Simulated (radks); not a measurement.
Values are calculated unless marked as measured or tabulated.
Polarisability of neutral gallium, [Ar] 3d10 4s2 4p1, at imaginary frequency. Level of theory: scalar-relativistic Kohn-Sham, PBE, spin-unpolarised, spherical densities, finite nucleus; Fermi nuclear charge, rms radius 3.9973 fm (a radial shooting solver on a logarithmic mesh with Libxc functionals). Response by self-consistent Sternheimer equations with the Hartree and adiabatic LDA kernel, the relativistic mass of each level held fixed and spin-orbit coupling left out.

w (hartree)  alpha1(iw) (bohr^3)
0.00266                    68.91
0.0143                     67.97
0.0360                     63.43
0.0697                     53.61
0.118                      41.15
0.186                      29.44
0.280                      19.83
0.413                      12.60
0.605                      7.612
0.892                      4.436
1.35                       2.508
2.12                       1.357
3.59                      0.6670
6.94                      0.2611
17.5                     0.05934

Static values: alpha1 = 68.94 bohr^3 (10.22 angstrom^3; uncoupled 90.41). C6 = 569.8, triple-dipole C9 = 26710 atomic units. One-pole (London) frequency 4 C6 / (3 alpha1^2) = 0.160 hartree, against 0.095 for minus the highest occupied eigenvalue. Recommended static value: 50 bohr^3 (Schwerdtfeger and Nagle, 2023 table).

Beside tabulated values, note that spin-unpolarised runs miss the spin-polarisation part of the exchange energy of open shells.
